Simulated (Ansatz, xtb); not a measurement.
Ga2H5N: which of two structures lies lower

Structure a: a singlet given by its coordinates. Structure b: `[GaH2][NH][GaH2]`, a singlet. Both are isolated molecules in the gas phase, relaxed with PBE0-D3(BJ)/def2-SVP; the shapes shown needn't be the lowest conformers.

a (Å):

```json
{"atom": "Ga", "x (Å)": "0.8833", "y (Å)": "-0.0002", "z (Å)": "-0.6376"}
{"atom": "Ga", "x (Å)": "-1.0259", "y (Å)": "-1.4997", "z (Å)": "-0.2502"}
{"atom": "N", "x (Å)": "-0.1335", "y (Å)": "-0.1354", "z (Å)": "1.1115"}
{"atom": "H", "x (Å)": "2.2923", "y (Å)": "-0.6708", "z (Å)": "-0.5149"}
{"atom": "H", "x (Å)": "0.3502", "y (Å)": "-0.5109", "z (Å)": "1.9274"}
{"atom": "H", "x (Å)": "-0.6783", "y (Å)": "0.6690", "z (Å)": "1.4224"}
{"atom": "H", "x (Å)": "-2.2251", "y (Å)": "-2.2099", "z (Å)": "0.5216"}
{"atom": "H", "x (Å)": "0.5374", "y (Å)": "1.3346", "z (Å)": "-1.3787"}
```

Close contacts (Å): Ga1–Ga2 2.46, Ga1–N3 2.03, Ga2–N3 2.12, Ga1–H4 1.57, Ga1–H8 1.57, Ga2–H7 1.59, N3–H5 1.02, N3–H6 1.02.

b (Å):

```yaml
atoms:
  - { symbol: Ga, position_ang: [-0.6095, -0.4770, -1.9305] }
  - { symbol: Ga, position_ang: [0.0976, -0.5954, 1.2918] }
  - { symbol: N, position_ang: [-0.3593, 0.2588, -0.2675] }
  - { symbol: H, position_ang: [0.3016, -2.1436, 1.2040] }
  - { symbol: H, position_ang: [0.2485, 0.2784, 2.5837] }
  - { symbol: H, position_ang: [-0.4902, 1.2664, -0.2017] }
  - { symbol: H, position_ang: [-0.4113, -2.0242, -2.0447] }
  - { symbol: H, position_ang: [-0.9991, 0.4874, -3.1025] }
```

Energies in hartree; the thermal terms are from PBE0-D3(BJ)/def2-SVP harmonic frequencies (ideal gas, rigid rotor, one conformer each, 400 K, 1 atm) and include the zero-point energy:

```
                                a            b
E, CCSD(T)/def2-TZVP  −3904.585599  −3904.602403
   zero-point energy      0.046187      0.042940
        H(400 K) − E      0.057394      0.054008
        G(400 K) − E      0.002596     −0.000219
```

**Question.** Work out ΔE, ΔE₀, ΔH and ΔG for a → b in kcal/mol (1 Eh = 627.51 kcal/mol) and the equilibrium ratio [b]/[a].

**Answer.** 1. ΔE = −3904.602403 − (−3904.585599) = −0.016804 Eh = −10.54 kcal/mol.
2. ΔE₀ = ΔE + ΔZPE = −0.016804 + (−0.003247) Eh = −12.58 kcal/mol.
3. ΔH = ΔE + (−0.003386) Eh = −12.67 kcal/mol.
4. ΔG = ΔE + (−0.002815) Eh = −12.31 kcal/mol, so ΔS = (ΔH − ΔG)/T = −3.7 J/(mol K).
5. kT = 1.2667 mEh, so K = [b]/[a] = exp(−ΔG/kT) = exp(+15.49) ≈ 5.3 × 10^6.

Structure b is favoured at this temperature. An error of 1 kcal/mol in ΔG would change K by a factor of 3.5. Mirror images and further conformers aren't counted.

Other levels gave ΔE = −6.0 (PBE0-D3(BJ)/def2-SVP); −15.1 (HF/def2-TZVP); −12.9 (MP2/def2-TZVP) kcal/mol. The correlated steps freeze 19 core orbitals; the filled d shell of Ga is correlated, in a basis made for valence electrons. Programs: Ansatz 0.2.0.
